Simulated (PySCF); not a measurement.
Species: C3H7BF3 (charge -1).
Cartesian coordinates in Å at the GFN2-xTB level; atoms count from 1:
```xyz
14
C3H7BF3 angstrom
C      2.054   -0.024   -0.114
C      0.615   -0.532   -0.107
B     -0.495    0.677   -0.188
C     -1.979   -0.020   -0.173
F     -3.034    0.860   -0.233
F     -2.243   -0.884   -1.208
F     -2.272   -0.773    0.938
H      2.222    0.638    0.735
H      2.785   -0.839   -0.060
H      2.247    0.544   -1.022
H      0.468   -1.129    0.800
H      0.493   -1.221   -0.951
H     -0.446    1.404    0.773
H     -0.416    1.300   -1.217
```

The closed-shell SCF was solved with PySCF and density fitting under several settings on one GFN2-xTB geometry (grid level 2 and gas phase unless stated).

| settings | basis functions | SCF cycles | E (Eh) | HOMO (eV) | LUMO (eV) |
| --- | --- | --- | --- | --- | --- |
| PBE0/pcSseg-1 | 154 | 14 | -442.4787 | -2.89 | 5.72 |
| PBE0/IGLO-II, IEF-PCM methanol | 196 | 14 | -442.7270 | -7.04 | 2.16 |

Q: Estimate the rows for these settings: (1) BHandHLYP/pcSseg-1, damping 0.1 at the start, DIIS from the seventh cycle, start guess atom; (2) KT2/6-31++G**, IEF-PCM tetrahydrofuran; (3) KT3/pcSseg-1, fitting basis def2-universal-jkfit, energy threshold 1e-11 Eh.

A: 
```json
{"settings": "BHandHLYP/pcSseg-1, damping 0.1 at the start, DIIS from the seventh cycle, start guess atom", "basis functions": "154", "SCF cycles": "13", "E (Eh)": "-442.7364", "HOMO (eV)": "-4.19", "LUMO (eV)": "6.35"}
{"settings": "KT2/6-31++G**, IEF-PCM tetrahydrofuran", "basis functions": "168", "SCF cycles": "14", "E (Eh)": "-449.4556", "HOMO (eV)": "-5.33", "LUMO (eV)": "0.32"}
{"settings": "KT3/pcSseg-1, fitting basis def2-universal-jkfit, energy threshold 1e-11 Eh", "basis functions": "154", "SCF cycles": "13", "E (Eh)": "-448.8144", "HOMO (eV)": "-1.59", "LUMO (eV)": "4.81"}
```

Q: Over all rows, what range does the HOMO–LUMO gap span?

A: From 5.65 eV (KT2/6-31++G**, IEF-PCM tetrahydrofuran) to 10.54 eV (BHandHLYP/pcSseg-1, damping 0.1 at the start, DIIS from the seventh cycle, start guess atom). The functional of the narrowest has no exact exchange, that of the widest 50 % exact exchange.

Cycle counts include a coarse-grid stage where the run had one. All basis functions are spherical, in the Pople sets too. KT2 and KT3 were designed for NMR shieldings or shifts; total energies of different functionals aren't comparable. Geometry: GFN2-xTB, one conformer.
